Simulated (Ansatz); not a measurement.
Consider the ligand exchange at the Si–F bond: `O[SiH](O)O[SiH](O)F` + HCl → `O[SiH](O)O[SiH](O)Cl` + H–F.

Program: Ansatz. Geometries: PBE0-D4/def2-TZVP. ΔE: electronic, gas phase. CCSD(T)/CBS adds triple-zeta CCSD(T) − MP2 to the extrapolated MP2 energy (def2 sets, frozen cores). This one scheme is used for every species. Functionals use def2-TZVPP. Each species was taken in one conformer, which may not be the lowest.

| level | ΔE (kcal/mol) |
| --- | --- |
| r2SCAN-D4 | 12.1 |
| HF/def2-QZVPP | 16.1 |
| MP2/def2-QZVPP | 10.7 |
| SCS-MP2/def2-QZVPP | 12.2 |

(1) What does CCSD(T)/CBS give? (An estimate is asked.)

Largest T1 diagnostic among the species: 0.012.

## Answers

(1) Computed: +11.5 kcal/mol. The listed levels differ from it by 0.6, 4.6, -0.8, 0.7 kcal/mol.

The D4 term adds −1.9 kcal/mol with B3LYP and −1.1 kcal/mol with PBE0; it sums over pairs of atoms, weighted by their polarisabilities, and B3LYP, whose exchange is more repulsive, gets the larger term. In def2-TZVPP, CCSD(T) changes the Hartree–Fock value by −3.1 kcal/mol (the triples alone add −0.7 kcal/mol) and MP2 by −4.5 kcal/mol.

B3LYP here is the variant with VWN-RPA as its local correlation; programs differ in this.
